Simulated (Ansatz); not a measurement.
Molecule: sum formula TaOF2, charge 1, multiplicity 1. SMILES: [F][Ta+](=[O])[F]
Coordinates optimised at B3LYP-D3(BJ)/def2-TZVP (Ansatz, a first-principles code):
```xyz
4

Ta     0.0838     0.1509     0.0566
O      1.2984    -0.8985    -0.4581
F     -0.8247    -0.7774     1.3425
F     -1.0089     0.3520    -1.3947
```
Charge +1, spin multiplicity 1.

Quantity: vertical ionisation energy (to the doublet state of charge +2; each state is the SCF solution reached for its spin; for the singlet T1 is 0.025), in eV. Cores are frozen in the correlated levels unless marked. UHF or UKS for open shells. Spin-orbit coupling is left out. The frozen core is the preceding noble-gas configuration, with the filled d and f shells of earlier blocks. In def2 rows, elements after Kr have scalar-relativistic effective core potentials. CBS(X,Y): correlation extrapolated as X^-3; Hartree-Fock from the larger set.

```json
[
 {"level": "HF/def2-SVPD", "program": "Ansatz", "vertical ionisation energy (eV)": "17.88"},
 {"level": "HF/def2-QZVPPD", "program": "Ansatz", "vertical ionisation energy (eV)": "17.56"},
 {"level": "RI-HF/def2-TZVPPD", "program": "Ansatz", "vertical ionisation energy (eV)": "17.58"},
 {"level": "SVWN5/def2-TZVPD", "program": "Ansatz", "vertical ionisation energy (eV)": "19.34"},
 {"level": "PBE/def2-TZVPD", "program": "Ansatz", "vertical ionisation energy (eV)": "18.95"},
 {"level": "r2SCAN/def2-TZVPD", "program": "Ansatz", "vertical ionisation energy (eV)": "18.96"},
 {"level": "B3LYP/def2-TZVPD", "program": "Ansatz", "vertical ionisation energy (eV)": "19.17"},
 {"level": "PBE0/def2-TZVPD", "program": "Ansatz", "vertical ionisation energy (eV)": "19.10"},
 {"level": "BHLYP/def2-TZVPD", "program": "Ansatz", "vertical ionisation energy (eV)": "18.99"},
 {"level": "CAM-B3LYP/def2-TZVPD", "program": "Ansatz", "vertical ionisation energy (eV)": "19.24"},
 {"level": "wB97M-V/def2-TZVPD", "program": "Ansatz", "vertical ionisation energy (eV)": "19.14"},
 {"level": "wB97X-V/def2-TZVPD", "program": "Ansatz", "vertical ionisation energy (eV)": "19.14"},
 {"level": "B2PLYP/def2-TZVPD", "program": "Ansatz", "vertical ionisation energy (eV)": "19.37"},
 {"level": "MP2/def2-SVPD", "program": "Ansatz", "vertical ionisation energy (eV)": "20.04"},
 {"level": "RI-MP2/def2-TZVPPD", "program": "Ansatz", "vertical ionisation energy (eV)": "19.95"},
 {"level": "RI-MP2/def2-QZVPPD", "program": "Ansatz", "vertical ionisation energy (eV)": "20.02"},
 {"level": "RI-MP2/CBS(def2-TZVPPD,def2-QZVPPD)", "program": "Ansatz", "vertical ionisation energy (eV)": "20.08"},
 {"level": "SCS-MP2/def2-SVPD", "program": "Ansatz", "vertical ionisation energy (eV)": "19.83"},
 {"level": "CCSD/def2-SVPD", "program": "Ansatz", "vertical ionisation energy (eV)": "19.31"},
 {"level": "CCSD(T)/def2-SVPD", "program": "Ansatz", "vertical ionisation energy (eV)": "19.34"}
]
```
